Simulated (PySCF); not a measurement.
# Static response to an electric field

Compound: C₄H₁₂Ge.
Structure used (PBE0-D3(BJ)/def2-SVP), in Å, numbered top down from 1:
```
atom  x, y, z in Å
C1     1.3905    1.5053   -0.0132
C2     0.7906    0.8095    1.2026
Ge3   -0.5378   -0.5681    0.7551
C4     0.3115   -2.0045   -0.2676
C5    -1.9880    0.2205   -0.2962
H6     2.1312    2.2691    0.2745
H7     1.9040    0.7932   -0.6796
H8     0.6195    2.0129   -0.6149
H9     0.3014    1.5424    1.8665
H10    1.5802    0.3313    1.8064
H11   -1.1193   -1.1530    2.0665
H12    0.7368   -1.6126   -1.2041
H13   -0.4181   -2.7874   -0.5222
H14    1.1247   -2.4672    0.3118
H15   -1.6073    0.6006   -1.2563
H16   -2.4566    1.0550    0.2464
H17   -2.7638   -0.5298   -0.5106
```

Level: CAM-B3LYP/def2-SVPD (PySCF), static field, nuclei fixed, core orbitals frozen in the response. The polarisability tensor in these axes (au):

```
x   83.18  2.09  0.79
y    2.09 83.71  0.61
z    0.79  0.61 76.52
```

Question: Give the principal values, the mean and the anisotropy Δα = √{½[(α1 − α2)² + (α2 − α3)² + (α1 − α3)²]}.

Answer: Principal values 76.40, 81.34 and 85.66 au; mean 81.14 au = 12.02 Å³ = 13.38 × 10⁻⁴⁰ C²·m²/J; Δα = 8.02 au (10 % of the mean).

Question: What is the dipole moment, and where does it point?

Answer: (0.23, 0.24, -0.33) D, 0.47 D in size, pointing from the negative to the positive side. Measured along this direction, the outermost atoms are H11 at the negative end and H6 at the positive end.

Question: Traceless (Buckingham) quadrupole moment about the centre of nuclear charge: eigenvalues?

Answer: -1.69, 0.59, 1.09 D·Å. The values depend on the origin, since the dipole doesn't vanish. The electronic extent ⟨r²⟩ about the same centre is 777 bohr², a root-mean-square distance of 1.79 Å for the 68 electrons.

Question: What depolarisation ratio follows for Rayleigh scattering of linearly polarised light, taking the static tensor?

Answer: ρ = 3Δα²/(45ᾱ² + 4Δα²) = 193.1/(296242 + 257.5) = 0.000651.

Question: Find the Langevin capture rate constant for O2+ (31.990 u) meeting this molecule (134.015 u), k = 2.342 × 10⁻⁹ cm³/s × √(α in Å³ / reduced mass in u).

Answer: The reduced mass is 25.83 u, so k = 1.60 × 10⁻⁹ cm³/s. The formula leaves out the permanent dipole, which adds to the capture rate.

Question: Estimate the molar refractivity from the static electronic polarisability.

Answer: Lorentz–Lorenz: R = (4π/3)N_A α = 2.5225 cm³/(mol·Å³) × 12.02 Å³ = 30.3 cm³/mol, in the limit of long wavelengths.

Isolated species at its PBE0-D3(BJ)/def2-SVP geometry (one conformer only). The calculation is non-relativistic, for germanium too.
